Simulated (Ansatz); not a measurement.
**Molecular dynamics of ClH$_{3}$HfO$_{3}$**

Input file:

```yaml
crystal:
  periodic: [false, false, false]
  atoms:
    - { symbol: Hf, position_ang: [-0.23761, -0.280426, -0.044928] }
    - { symbol: O, position_ang: [-0.378003, -0.260855, 1.86618] }
    - { symbol: H, position_ang: [-0.41429, -0.171249, 2.815564] }
    - { symbol: O, position_ang: [1.607567, -0.286893, -0.563] }
    - { symbol: H, position_ang: [2.536633, -0.219125, -0.770163] }
    - { symbol: O, position_ang: [-1.116196, 1.256724, -0.778623] }
    - { symbol: H, position_ang: [-1.492861, 2.071983, -1.101279] }
    - { symbol: Cl, position_ang: [-1.289038, -2.25246, -0.88215] }
basis:
  gaussian: { orbitals: def2-SVP }
hamiltonian:
  xc: pbe0
md:
  timestep: 0.5
  n_steps: 100
  ensemble: nvt_nose_hoover
  temperature: 2000.0
  initial_velocities: maxwell_boltzmann
  seed: 587532
```

Launched with:

```bash
$ ansatz run input.yaml --threads 2 --pin off --max-ram 3072MiB --backend cpu --events-out ev --progress --plain --runs-dir out
```

It starts from a relaxed structure.

Output, in part (one step line in 2, the closing report, with atoms numbered from 0):

```
md step     0: t =     0.00 fs  T =  2000.0 K  F+E_penalty+E_count = -20007.28180854 eV  E_kin = 1.551120 eV  conserved = -20005.73068856 eV  (26 SCF iters)
md step     2: t =     1.00 fs  T =  1932.8 K  F+E_penalty+E_count = -20007.22875321 eV  E_kin = 1.498974 eV  conserved = -20005.72978004 eV  (31 SCF iters)
md step     4: t =     2.00 fs  T =  1809.9 K  F+E_penalty+E_count = -20007.13181943 eV  E_kin = 1.403678 eV  conserved = -20005.72815384 eV  (31 SCF iters)
md step     6: t =     3.00 fs  T =  1755.8 K  F+E_penalty+E_count = -20007.08981597 eV  E_kin = 1.361756 eV  conserved = -20005.72810876 eV  (31 SCF iters)
md step     8: t =     4.00 fs  T =  1774.9 K  F+E_penalty+E_count = -20007.10617482 eV  E_kin = 1.376564 eV  conserved = -20005.72972797 eV  (31 SCF iters)
md step    10: t =     5.00 fs  T =  1747.2 K  F+E_penalty+E_count = -20007.08538042 eV  E_kin = 1.355040 eV  conserved = -20005.73055698 eV  (31 SCF iters)
md step    12: t =     6.00 fs  T =  1615.1 K  F+E_penalty+E_count = -20006.98067015 eV  E_kin = 1.252637 eV  conserved = -20005.72837959 eV  (31 SCF iters)
md step    14: t =     7.00 fs  T =  1505.5 K  F+E_penalty+E_count = -20006.89476274 eV  E_kin = 1.167590 eV  conserved = -20005.72768510 eV  (31 SCF iters)
md step    16: t =     8.00 fs  T =  1457.3 K  F+E_penalty+E_count = -20006.85938937 eV  E_kin = 1.130205 eV  conserved = -20005.72990995 eV  (29 SCF iters)
md step    18: t =     9.00 fs  T =  1340.8 K  F+E_penalty+E_count = -20006.76885185 eV  E_kin = 1.039863 eV  conserved = -20005.72997739 eV  (31 SCF iters)
md step    20: t =    10.00 fs  T =  1152.6 K  F+E_penalty+E_count = -20006.62099269 eV  E_kin = 0.893929 eV  conserved = -20005.72835000 eV  (31 SCF iters)
md step    22: t =    11.00 fs  T =  1013.3 K  F+E_penalty+E_count = -20006.51189578 eV  E_kin = 0.785869 eV  conserved = -20005.72764024 eV  (32 SCF iters)
md step    24: t =    12.00 fs  T =   978.4 K  F+E_penalty+E_count = -20006.48556143 eV  E_kin = 0.758835 eV  conserved = -20005.72871742 eV  (31 SCF iters)
md step    26: t =    13.00 fs  T =   966.8 K  F+E_penalty+E_count = -20006.47766621 eV  E_kin = 0.749825 eV  conserved = -20005.73028194 eV  (31 SCF iters)
md step    28: t =    14.00 fs  T =   868.9 K  F+E_penalty+E_count = -20006.40040803 eV  E_kin = 0.673898 eV  conserved = -20005.72945072 eV  (31 SCF iters)
md step    30: t =    15.00 fs  T =   738.0 K  F+E_penalty+E_count = -20006.29632420 eV  E_kin = 0.572365 eV  conserved = -20005.72740352 eV  (31 SCF iters)
md step    32: t =    16.00 fs  T =   694.5 K  F+E_penalty+E_count = -20006.26330314 eV  E_kin = 0.538613 eV  conserved = -20005.72865197 eV  (31 SCF iters)
md step    34: t =    17.00 fs  T =   667.6 K  F+E_penalty+E_count = -20006.24323211 eV  E_kin = 0.517751 eV  conserved = -20005.73001227 eV  (31 SCF iters)
md step    36: t =    18.00 fs  T =   567.6 K  F+E_penalty+E_count = -20006.16409000 eV  E_kin = 0.440194 eV  conserved = -20005.72900809 eV  (31 SCF iters)
md step    38: t =    19.00 fs  T =   459.7 K  F+E_penalty+E_count = -20006.07857121 eV  E_kin = 0.356497 eV  conserved = -20005.72772145 eV  (31 SCF iters)
md step    40: t =    20.00 fs  T =   438.1 K  F+E_penalty+E_count = -20006.06146864 eV  E_kin = 0.339783 eV  conserved = -20005.72784957 eV  (32 SCF iters)
md step    42: t =    21.00 fs  T =   492.7 K  F+E_penalty+E_count = -20006.10474144 eV  E_kin = 0.382147 eV  conserved = -20005.72935874 eV  (32 SCF iters)
md step    44: t =    22.00 fs  T =   516.0 K  F+E_penalty+E_count = -20006.12288897 eV  E_kin = 0.400199 eV  conserved = -20005.73017555 eV  (33 SCF iters)
md step    46: t =    23.00 fs  T =   463.0 K  F+E_penalty+E_count = -20006.07915770 eV  E_kin = 0.359104 eV  conserved = -20005.72829200 eV  (32 SCF iters)
md step    48: t =    24.00 fs  T =   460.2 K  F+E_penalty+E_count = -20006.07530796 eV  E_kin = 0.356933 eV  conserved = -20005.72736395 eV  (31 SCF iters)
md step    50: t =    25.00 fs  T =   566.3 K  F+E_penalty+E_count = -20006.15868852 eV  E_kin = 0.439208 eV  conserved = -20005.72937712 eV  (31 SCF iters)
md step    52: t =    26.00 fs  T =   652.8 K  F+E_penalty+E_count = -20006.22521723 eV  E_kin = 0.506314 eV  conserved = -20005.72996402 eV  (32 SCF iters)
md step    54: t =    27.00 fs  T =   666.5 K  F+E_penalty+E_count = -20006.23319000 eV  E_kin = 0.516891 eV  conserved = -20005.72868768 eV  (29 SCF iters)
md step    56: t =    28.00 fs  T =   690.2 K  F+E_penalty+E_count = -20006.24922800 eV  E_kin = 0.535278 eV  conserved = -20005.72776251 eV  (32 SCF iters)
md step    58: t =    29.00 fs  T =   791.2 K  F+E_penalty+E_count = -20006.32653421 eV  E_kin = 0.613619 eV  conserved = -20005.72836149 eV  (32 SCF iters)
md step    60: t =    30.00 fs  T =   925.0 K  F+E_penalty+E_count = -20006.42987213 eV  E_kin = 0.717415 eV  conserved = -20005.72989713 eV  (32 SCF iters)
md step    62: t =    31.00 fs  T =   987.8 K  F+E_penalty+E_count = -20006.47621829 eV  E_kin = 0.766128 eV  conserved = -20005.72985025 eV  (31 SCF iters)
md step    64: t =    32.00 fs  T =   991.8 K  F+E_penalty+E_count = -20006.47476612 eV  E_kin = 0.769212 eV  conserved = -20005.72778216 eV  (32 SCF iters)
md step    66: t =    33.00 fs  T =  1063.4 K  F+E_penalty+E_count = -20006.52817505 eV  E_kin = 0.824716 eV  conserved = -20005.72832336 eV  (31 SCF iters)
md step    68: t =    34.00 fs  T =  1169.0 K  F+E_penalty+E_count = -20006.60905190 eV  E_kin = 0.906609 eV  conserved = -20005.73028376 eV  (31 SCF iters)
md step    70: t =    35.00 fs  T =  1181.5 K  F+E_penalty+E_count = -20006.61509311 eV  E_kin = 0.916350 eV  conserved = -20005.72981548 eV  (31 SCF iters)
md step    72: t =    36.00 fs  T =  1129.4 K  F+E_penalty+E_count = -20006.56977105 eV  E_kin = 0.875902 eV  conserved = -20005.72818357 eV  (31 SCF iters)
md step    74: t =    37.00 fs  T =  1133.2 K  F+E_penalty+E_count = -20006.56892706 eV  E_kin = 0.878828 eV  conserved = -20005.72765513 eV  (31 SCF iters)
md step    76: t =    38.00 fs  T =  1233.5 K  F+E_penalty+E_count = -20006.64447850 eV  E_kin = 0.956636 eV  conserved = -20005.72888671 eV  (31 SCF iters)
md step    78: t =    39.00 fs  T =  1339.2 K  F+E_penalty+E_count = -20006.72384311 eV  E_kin = 1.038600 eV  conserved = -20005.73019282 eV  (31 SCF iters)
md step    80: t =    40.00 fs  T =  1361.8 K  F+E_penalty+E_count = -20006.73573477 eV  E_kin = 1.056166 eV  conserved = -20005.72870367 eV  (31 SCF iters)
md step    82: t =    41.00 fs  T =  1390.1 K  F+E_penalty+E_count = -20006.75185853 eV  E_kin = 1.078070 eV  conserved = -20005.72723894 eV  (31 SCF iters)
md step    84: t =    42.00 fs  T =  1503.9 K  F+E_penalty+E_count = -20006.83762582 eV  E_kin = 1.166336 eV  conserved = -20005.72936955 eV  (31 SCF iters)
md step    86: t =    43.00 fs  T =  1579.1 K  F+E_penalty+E_count = -20006.89190592 eV  E_kin = 1.224711 eV  conserved = -20005.73031472 eV  (31 SCF iters)
md step    88: t =    44.00 fs  T =  1557.4 K  F+E_penalty+E_count = -20006.86838036 eV  E_kin = 1.207851 eV  conserved = -20005.72883702 eV  (31 SCF iters)
md step    90: t =    45.00 fs  T =  1547.9 K  F+E_penalty+E_count = -20006.85468303 eV  E_kin = 1.200490 eV  conserved = -20005.72767813 eV  (31 SCF iters)
md step    92: t =    46.00 fs  T =  1641.0 K  F+E_penalty+E_count = -20006.92221216 eV  E_kin = 1.272667 eV  conserved = -20005.72841725 eV  (29 SCF iters)
md step    94: t =    47.00 fs  T =  1779.8 K  F+E_penalty+E_count = -20007.02587606 eV  E_kin = 1.380361 eV  conserved = -20005.73026170 eV  (31 SCF iters)
md step    96: t =    48.00 fs  T =  1828.6 K  F+E_penalty+E_count = -20007.05716842 eV  E_kin = 1.418153 eV  conserved = -20005.73003525 eV  (31 SCF iters)
md step    98: t =    49.00 fs  T =  1791.7 K  F+E_penalty+E_count = -20007.01990004 eV  E_kin = 1.389558 eV  conserved = -20005.72767805 eV  (31 SCF iters)
md step   100: t =    50.00 fs  T =  1796.7 K  F+E_penalty+E_count = -20007.01850469 eV  E_kin = 1.393478 eV  conserved = -20005.72865721 eV  (29 SCF iters)
Total energy: -20007.01856406 eV, -735.2443709848 hartree
Atom 0 at    -0.186784    -0.267011    -0.046562 Å, force    -1.264934    -1.275614    -0.409458 eV/Å
Atom 1 at    -0.432257    -0.288324     1.852576 Å, force     0.233779     0.036213    -0.519795 eV/Å
Atom 2 at    -0.612769    -0.162198     2.775460 Å, force    -0.076041     0.038409     0.335508 eV/Å
Atom 3 at     1.695161    -0.186954    -0.482553 Å, force    -1.797346    -0.105438     0.281772 eV/Å
Atom 4 at     2.603999    -0.137156    -0.678988 Å, force     1.413453     0.101972    -0.298897 eV/Å
Atom 5 at    -1.271926     1.131284    -0.785969 Å, force     1.012847    -0.810841     0.580673 eV/Å
Atom 6 at    -1.767151     1.792140    -1.227511 Å, force    -0.580277     0.803878    -0.490883 eV/Å
Atom 7 at    -1.478177    -2.290728    -0.898640 Å, force     1.058520     1.211420     0.521080 eV/Å
Dipole moment:     0.455366     0.750664     0.261642 e Å
```

The run went to its last step. The conserved energy stayed within 0.44 meV per atom of its start (net change 0.25 meV per atom), so the integration is sound. The mean temperature of the second half is 38 % below the set value. A run of 0.05 ps of so small a system gives no equilibrium averages.

The same pairs are bonded in the first frame and the last. Pairs count as bonded within 1.25 times the sum of covalent radii (0.12 Å more for H–H).

Last frame:

```xyz
8
Properties=species:S:1:pos:R:3
Hf -0.187 -0.267 -0.047
O -0.432 -0.288 1.853
H -0.613 -0.162 2.776
O 1.695 -0.187 -0.483
H 2.604 -0.137 -0.679
O -1.272 1.131 -0.786
H -1.767 1.792 -1.228
Cl -1.478 -2.291 -0.899
```

Time of the run: 4.8 min on 2 threads of Arm Neoverse V2, with other jobs on the host, peak memory 0.23 GiB.
